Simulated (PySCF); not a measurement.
Zn(Me) (CH₃Zn), SMILES [CH3][Zn] (connectivity only; charge and spin as stated), neutral, multiplicity 2.

Coordinates come from a PBE-D3(BJ)/def2-TZVP optimisation. The multiplicity is an assumed one; other spin states were not compared. The isomer is the one that the SMILES or the coordinates give; other isomers of the formula were not compared.

Method: PySCF with PBE-D3(BJ)/def2-TZVP.

Frequencies are harmonic and unscaled.

Modes within 1.5 cm⁻¹ of each other (mostly degenerate sets) share a row, with their intensities summed.

```json
[
 {"mode": "1", "ν (cm⁻¹)": "412", "IR (km/mol)": "7.9", "moving atoms (share of kinetic energy)": "C 68 %, Zn 19 %, H 13 %"},
 {"mode": "2–3", "ν (cm⁻¹)": "584", "IR (km/mol)": "1.6", "moving atoms (share of kinetic energy)": "H 88 %, C 12 %"},
 {"mode": "4", "ν (cm⁻¹)": "1047", "IR (km/mol)": "4.2", "moving atoms (share of kinetic energy)": "H 85 %, C 15 %"},
 {"mode": "5–6", "ν (cm⁻¹)": "1386", "IR (km/mol)": "8.1", "moving atoms (share of kinetic energy)": "H 94 %"},
 {"mode": "7", "ν (cm⁻¹)": "2976", "IR (km/mol)": "9.0", "moving atoms (share of kinetic energy)": "H 98 %"},
 {"mode": "8–9", "ν (cm⁻¹)": "3086", "IR (km/mol)": "12.7", "moving atoms (share of kinetic energy)": "H 90 %, C 10 %"}
]
```
